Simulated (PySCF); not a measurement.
ClH₆InSi₂, SMILES [SiH3][In]([SiH3])[Cl].

The structure is a stationary point at PBE-D3(BJ)/def2-SVP. The structure was generated by enumeration; whether it is a known compound was not checked. The def2 effective core potentials stand for the cores of In; spin–orbit coupling is left out.

Calculation: r2SCAN/def2-TZVP run with PySCF.

The molecule is in vacuum.

```json
{
 "total_energy": "-1232.99431 hartree",
 "highest_occupied_level": "-6.50 eV",
 "lowest_empty_level": "-2.94 eV",
 "orbital_gap": "3.56 eV",
 "dipole_moment": "3.13 D",
 "quadrupole, principal values (traceless, Buckingham form, about the centre of nuclear charge)": "-8.86, 1.35, 7.50 D·Å",
 "mean_static_polarisability": "121.0 bohr³ (17.93 Å³)",
 "polarisability_principal_values": "83.8, 119.6, 159.6 bohr³"
}
```
